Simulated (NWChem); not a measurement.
Molecule: ZnF₂; SMILES [F][Zn][F]

Computed with NWChem. Pople sets run with spherical d functions. Geometry: optimised at PBE-D3(BJ)/def2-SVP. B3LYP is NWChem's, with the RPA form of VWN correlation. Field at 589 nm.

| level | isotropic polarisability (bohr³) | anisotropy (bohr³) |
|---|---|---|
| B3LYP/6-31G* | 17.6 | 11.1 |
| B3LYP/def2-SVP | 14.8 | 11.9 |
| B3LYP/def2-SVPD | 21.0 | 10.1 |
| B3LYP/aug-cc-pVDZ | 21.6 | 11.5 |
| B3LYP/def2-TZVPD | 22.1 | 10.3 |
